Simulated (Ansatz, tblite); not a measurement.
Forces on the cluster Nb₂S₂ at its B3LYP-D4/def2-SVP geometry. Total charge 0; singlet.

In the def2 sets Nb takes a core potential; there is no spin–orbit coupling. The xTB rows come from tblite. The geometry of the singlet was relaxed on an unsound state (restricted singlet, unstable towards broken spin symmetry at other levels and untested here). The structure comes from a short search, and lower isomers may exist.

GFN1-xTB (tblite), largest force 20.11 eV/Å:

```xyz
4
positions Å, forces eV/Å
Nb    0.876    0.558   -0.410   15.776   10.047   -7.382
Nb   -0.876   -0.558    0.410  -15.776  -10.048    7.382
S     1.274   -1.548    0.614    0.301   -0.366    0.145
S    -1.274    1.548   -0.614   -0.301    0.367   -0.146
```

GFN2-xTB (tblite), largest force 17.34 eV/Å:

```
Nb 13.608 8.665 -6.366
Nb -13.607 -8.665 6.367
S 1.203 -1.462 0.580
S -1.204 1.463 -0.580
```

PBE-D4/def2-TZVP (Ansatz), largest force 0.34 eV/Å:

```
Nb 0.004 0.004 -0.003
Nb -0.003 -0.005 0.003
S -0.206 0.249 -0.098
S 0.206 -0.248 0.099
```
